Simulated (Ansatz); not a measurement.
Ideal-gas functions of GeH₄NO (`[NH][GeH2][OH]`) radical at 298.15 K and 1 bar, from an Ansatz frequency run at PBE0-D4/def2-TZVP.

Molar mass 106.65 g/mol, point group C1 (symmetry number 1), electronic degeneracy 2, moments of inertia 33.751, 74.105, 100.75 u Å². Harmonic wavenumbers (cm⁻¹, unscaled): 116, 220, 268, 459, 643, 655, 716, 759, 844, 886, 945, 2121, 2165, 3449, 3889.

Use S(trans) = R[1.5 ln M + 2.5 ln T − 1.1517]; rotational temperatures θ = 24.2544 K / I; S(rot) = R[ln(√π/σ · √(T³/θAθBθC)) + 1.5]; for each mode x = 1.438777 ν̃/T, S = R[x/(eˣ − 1) − ln(1 − e⁻ˣ)] and H = RT x/(eˣ − 1); 1 cm⁻¹ = 0.0119627 kJ/mol; R = 8.31446 J/(mol·K).

Question: By hand: the entropy, in J/(mol·K).

Answer: Translation 167.1. Rotation: θ = 0.7186, 0.3273, 0.2407 K, giving 100.2. Vibration, mode by mode: 13.25, 8.20, 6.73, 3.22, 1.60, 1.52, 1.20, 1.02, 0.73, 0.62, 0.49, 0.00, 0.00, 0.00, 0.00, in all 38.6. Electronic 5.8. Sum 311.7 J/(mol·K).

Question: By hand: H − E and G − E in kJ/mol, counted from the electronic energy.

Answer: Zero-point energy ½ × 18135 × 0.0119627 = 108.5; thermal vibration 6.8; translation, rotation and pV give 4 RT = 9.9. H − E = 125.2 kJ/mol, and G − E = 125.2 − 298.15 × 311.7/1000 = 32.3 kJ/mol.

Vibration gives 12 % of the entropy, 13.2 J/(mol·K) of it from the mode under 150 cm⁻¹: soft modes count most, and the harmonic formula is weakest for them. The sum counts one conformer and one mirror image; others add a mixing term.
